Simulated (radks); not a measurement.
The numbers below are computed, except where a source is named.
The thulium ion Tm2+, configuration [Xe] 4f13.

Level of theory: scalar-relativistic Kohn-Sham, PBE, spin-unpolarised, spherical densities, point nucleus (a radial shooting solver on a logarithmic mesh with Libxc functionals).

Energy parts (eV):
| part | energy |
|---|---|
| total | -369171.09 |
| kinetic | 401322.00 |
| electron-nucleus | -906470.64 |
| Hartree | 143728.43 |
| exchange-correlation | -7750.88 |

Orbitals (lengths in bohr, moments of r in powers of bohr; r(90%) holds 90 % of the orbital's charge):
orbital  occ.  eigenvalue (eV)      <r>  r(90%)
1s          2        -59306.41  0.02001  0.0363
2s          2        -10017.81  0.08487   0.131
2p          6        -8845.918  0.07541   0.123
3s          2        -2262.564   0.2209   0.324
3p          6        -1907.768   0.2203   0.329
3d         10        -1470.087   0.1999   0.311
4s          2        -457.2654   0.4978   0.715
4p          6        -340.7241   0.5285   0.769
4d         10        -186.0423   0.5718   0.860
4f         13         -17.5542   0.7995    1.40
5s          2         -68.0077    1.229    1.78
5p          6         -41.4622    1.463    2.16
5d          0         -13.4306    2.433    3.81
6s          0         -15.0667    3.264    4.68
6p          0         -10.3728    4.058    5.85

The highest occupied level is 4f at -17.554 eV. Summed over all electrons, <r^2> = 36.63 bohr^2, which gives a Langevin (diamagnetic) susceptibility term of -29 x 10^-6 cm^3/mol. For comparison, the ionisation energy in NIST's Atomic Spectra Database is 23.66 eV (semi-empirical). In exact Kohn-Sham theory the highest level is minus the ionisation energy, but local and semilocal functionals leave it too shallow, through self-interaction and a potential that decays too fast; potentials with the right tail come closer.

Beside tabulated values, note that spin-unpolarised runs miss the spin-polarisation part of the exchange energy of open shells.
